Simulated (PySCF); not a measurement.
C3S2, SMILES S=C=C=C=S.

Coordinates come from a PBE0-D3(BJ)/def2-SVP optimisation.

Two levels are set side by side: PBE/def2-TZVP (PySCF) and HF/def2-TZVP (PySCF). Same geometry, gas phase. Differences are taken from unrounded values.

| quantity | HF |
|---|---|
| orbital gap (eV) | 9.19 |
| highest occupied level (eV) | -9.20 |
| lowest empty level (eV) | 0.00 |
| mean polarisability (bohr³) | 98.0 |

Task: What does PBE give, and how far is it from HF? (The exact figures need the calculation; the answer reports its results.)

Result: 
| quantity | PBE | PBE minus HF |
|---|---|---|
| orbital gap (eV) | 2.73 | -6.47 |
| highest occupied level (eV) | -6.34 | 2.86 |
| lowest empty level (eV) | -3.61 | -3.61 |
| mean polarisability (bohr³) | 94.8 | -3.2 |

PBE's occupied levels lie high since its potential decays too fast outside the molecule; exact exchange lowers them and widens the gap. Differences between two approximate levels are no errors against the true value.

Rough cost on one machine, each run with all the roots and properties that it gave: HF against PBE about 1/2.
